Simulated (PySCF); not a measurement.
C₄H₄, SMILES C12C3C1C23. The structure is a stationary point at PBE0-D3(BJ)/def2-SVP.

### Question
Give the equilibrium geometry at PBE0-D3(BJ)/def2-SVP (PySCF confirms it by a frequency run) as a Z-matrix, and its point group. (An estimate is asked for; the answer gives what the named calculation found.)

### Answer
point group Td.
```
C
H 1 1.0801
C 1 1.4724 2 144.74
H 3 1.0801 1 144.74 2 0.00
C 1 1.4724 2 144.74 3 -120.00
H 5 1.0801 1 144.74 2 0.00
C 1 1.4724 2 144.74 3 120.00
H 7 1.0801 1 144.74 2 0.00
```
Charge 0, spin multiplicity 1.
